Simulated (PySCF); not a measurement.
## Exercise with solution: chemical shift, span and skew from a shielding tensor

silene (CH₄Si), SMILES C=[SiH2]. Atoms are numbered in the order given.

```xyz
6

C      0.0000     0.0000    -1.1520
Si     0.0000     0.0000     0.5489
H      0.0000    -0.9153    -1.7295
H      0.0000     0.9153    -1.7295
H      0.0000     1.2405     1.3431
H      0.0000    -1.2405     1.3431
```
Charge 0, spin multiplicity 1.

The structure is a stationary point at B3LYP-D3(BJ)/def2-TZVP.

GIAO shieldings from PySCF with PBE/pcSseg-2, non-relativistic, no solvent. The symmetric part of the tensor of Si2 has the principal values 47.2, 346.9, 374.6 ppm. The same nucleus in TMS has σ = 324.1 ppm at this level (PySCF, at its B3LYP-D3(BJ)/def2-TZVP geometry).

**Question.** Work out the isotropic shielding, the ²⁹Si shift against TMS, the span and the skew.

**Answer.** 
σ(iso) = (σ11 + σ22 + σ33)/3 = 256.2 ppm. δ = σ(ref) − σ(iso) = 324.1 − (256.2) = 67.9 ppm.
Span Ω = σ33 − σ11 = 327.4 ppm. Skew κ = 3(σ(iso) − σ22)/Ω = -0.83. Tumbling in solution averages the tensor to δ; in a static solid the shielding alone would spread this spin-1/2 line over Ω.
